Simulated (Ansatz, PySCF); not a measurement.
Energy landscape of CCl2, singlet: symmetric bend, bond length relaxed. Scanned: Cl-C-Cl angle. Other coordinates (C-Cl bond length) were minimised at B3LYP/def2-TZVP.

Levels of theory: RKS-PBE/cc-pVTZ = restricted PBE/cc-pVTZ in Ansatz (an electronic-structure program); M06-2X/cc-pVTZ (PySCF); CCSD(T) on RHF/cc-pVTZ, 11 core orbitals frozen (PySCF).

Energies relative to the lowest point of each profile, in kJ/mol; the last columns give the difference from CCSD(T):

```csv
a / °,RKS-PBE/cc-pVTZ,M06-2X,CCSD(T),RKS-PBE/cc-pVTZ − CCSD(T),M06-2X − CCSD(T)
180,—,293.8,—,—,—
170,—,277.5,—,—,—
160,234.9,232.0,242.3,-7.4,-10.3
150,166.2,168.9,169.4,-3.2,-0.5
140,100.7,105.3,103.1,-2.4,2.2
130,49.5,52.4,50.7,-1.2,1.7
120,14.7,15.7,14.9,-0.2,0.8
110,0.0,0.0,0.0,0.0,0.0
100,11.5,12.6,12.7,-1.1,0.0
90,58.7,64.4,63.0,-4.3,1.4
```

RKS-PBE/cc-pVTZ is furthest from CCSD(T) at 160 (-7.4 kJ/mol, below); its mean absolute difference over the points is 2.5 kJ/mol.

M06-2X is furthest from CCSD(T) at 160 (-10.3 kJ/mol, below); its mean absolute difference over the points is 2.1 kJ/mol.

A dash means that the run gave no value there, or that the column was ended at a point which the program doubted or which failed a test of continuity chosen for this set; such a test can also cut sound points.

The scan ran from 180.0 to 80.0; beyond the range shown the relaxed coordinates jump or full CI changes its symmetry label.
